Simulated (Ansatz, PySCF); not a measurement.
Pair of molecules: HF (SMILES F) (first 2 atoms) with SO2 (SMILES O=S=O); geometry from B3LYP-D3(BJ)/def2-TZVP, rigid monomers moved along the line of their centres of mass till H2···O3 is 3.31 Å.
(charge 0, multiplicity 1):
```xyz
5

F      0.3508     0.5070    -0.6568
H      0.0840     0.7241     0.2106
O     -0.5987     0.3498     3.4301
S     -0.4570    -0.8833     4.1725
O     -0.7978    -0.8679     5.5652
```

Monomers are frozen at their geometry in the pair; levels with a basis set take the counterpoise correction.

Correlated levels freeze the cores. CBS(a, b) extrapolates the correlation energy as X⁻³ and adds the Hartree–Fock energy of set b.

Programs: Ansatz (Gaussian orbitals); PySCF for the dispersion terms. Each number belongs to the level named beside it.

PBE/def2-TZVPPD gives -4.3 kJ/mol for the interaction energy.

Task: How do the other levels lie against it? Give each less PBE: PBE-D3(BJ)/def2-TZVPPD, r2SCAN/def2-TZVPPD, PBE0/def2-TZVPPD, wB97M-V/def2-TZVPPD, MP2/CBS(aug-cc-pV(D+d)Z, aug-cc-pV(T+d)Z), CCSD(T)/CBS(aug-cc-pV(D+d)Z, aug-cc-pV(T+d)Z).

Result: PBE-D3(BJ)/def2-TZVPPD -0.6; r2SCAN/def2-TZVPPD 0.0; PBE0/def2-TZVPPD -0.1; wB97M-V/def2-TZVPPD -0.5; MP2/CBS(aug-cc-pV(D+d)Z, aug-cc-pV(T+d)Z) -0.2; CCSD(T)/CBS(aug-cc-pV(D+d)Z, aug-cc-pV(T+d)Z) -0.4 kJ/mol. 1 of 6 lie above PBE; the widest gap is to PBE-D3(BJ)/def2-TZVPPD.

Ansatz is a first-principles code.
